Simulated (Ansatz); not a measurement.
`C[O][In]([CH3])[SH]` + H₂ → `C[O][InH][CH3]` + H₂S at 298.15 K and 1 bar (hydrogenolysis of the In–S bond).

Calculated with Ansatz (gas phase, PBE0-D4/def2-TZVP geometries, no zero-point term in ΔE). CBS: MP2 limit from def2 TZ/QZ plus the TZ coupled-cluster correction, frozen cores. This one scheme is used for every species. def2 core potentials past Kr. For In outer-core shells are correlated without core-valence functions, which leaves a few kJ/mol of doubt a bond. One conformer a species, not always the lowest.

```csv
species,CCSD(T)/CBS energy (Eh),H − E (kJ/mol),S (J/(mol·K))
`C[O][In]([CH3])[SH]`,-743.11916,253.2,430.9
H₂,-1.17544,35.1,130.4
`C[O][InH][CH3]`,-345.29152,239.3,372.4
H₂S,-398.97279,49.9,205.7
```

H − E and S are ideal-gas, rigid-rotor, harmonic terms from PBE0-D4/def2-TZVP, for one conformer and one mirror image of each species. The MP2-based limit puts H₂ 0.8 mEh under its directly extrapolated value; such offsets cancel only in part. 1 Eh = 2625.50 kJ/mol, R = 8.31446 J/(mol·K).

Question: By hand: ΔE, ΔH, ΔS and ΔG.

Answer: ΔE = (-345.29152) + (-398.97279) − (-743.11916) − (-1.17544) = 0.03029 Eh = 79.5 kJ/mol. Δ(H − E) = 239.3 + 49.9 − 253.2 − 35.1 = 0.9, so ΔH = 80.4 kJ/mol. ΔS = 372.4 + 205.7 − 430.9 − 130.4 = 16.8 J/(mol·K). ΔG = 80.4 − 298.15 × (16.8)/1000 = 75.4 kJ/mol.

Question: By hand: the equilibrium constant, and the temperature at which ΔG would vanish if ΔH and ΔS stayed fixed.

Answer: log₁₀ K = −ΔG/(RT ln 10) = -13.2. ΔG = 0 at ΔH/ΔS = 4786 K, far beyond where these terms or the molecules hold.

ΔH outweighs TΔS. A doubt of 5 kJ/mol in ΔE shifts log₁₀ K by 0.9 here. Other conformers and mirror images would add mixing entropy, several J/(mol·K) or more a flexible species. Modes under 60 cm⁻¹, often nearly free rotors, make the harmonic entropy too high. These are equilibria of isolated gas molecules and say nothing of rates. Largest T1 diagnostic: 0.015 (customary marks: 0.02 for closed shells, 0.045 for open ones).
